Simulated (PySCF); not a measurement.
C$_{3}$H$_{7}$O (SMILES [CH2-]COC), charge -1, singlet, geometry from GFN2-xTB (in this run its highest filled SCF level lies above zero, so its values depend strongly on the basis, on diffuse functions most of all), with bond 7-3 at 2.0 times its length. Base run: PySCF with M062X/STO-3G.

Here is a job for PySCF.
```python
from pyscf import gto, scf, dft

mol = gto.M(
    atom='''
O    -0.02364204   -0.72791359   -0.02410158
C    -0.11695116    0.72309764    0.02353500
C     1.27997189   -1.17584587   -0.05346219
C    -1.53793975    1.16403974   -0.03994654
H     0.53282928    1.00119920    0.93898760
H     0.44859738    1.10785920   -0.85183032
H     1.25510393   -3.36480803   -0.05048483
H     1.82097837   -0.82845799   -0.95497355
H     1.85749247   -0.82621646    0.82524896
H    -1.97405394    1.11319354    0.99190016
H    -1.51473106    2.25830906   -0.28530416
''',
    basis='sto-3g',
    charge=-1,
    verbose=4,
)

mf = dft.RKS(mol)
mf.xc = 'm062x'
mf.kernel()
mf.analyze()
```

The base run was repeated with changes; each row names its change, and settings that it needs were set with it.

```
change                                                                            ΔE vs base (µEh)  SCF cycles
--------------------------------------------------------------------------------  ----------------  ----------
base                                                                                           0.0          13
conv_tol = 1e-4                                                                                0.1          10
conv_tol_grad = 1e-3                                                                           0.0          13
conv_tol = 1e-6                                                                                0.0          11
solver = newton                                                                                0.0           -
init_guess = atom                                                                              0.0          14
init_guess = huckel                                                                            0.0          15
init_guess = 1e                                                                                0.0          17
diis_space = 4                                                                                 0.0          14
damp = 0.5; diis_start_cycle = 5                                                               0.0          18
conv_tol_grad = 1e-7                                                                           0.0          17
diis = off; damp = 0.6 (with mf.diis_start_cycle = 200; with mf.max_cycle = 150)               0.0          24
DIIS = ADIIS                                                                                   0.0          23
```
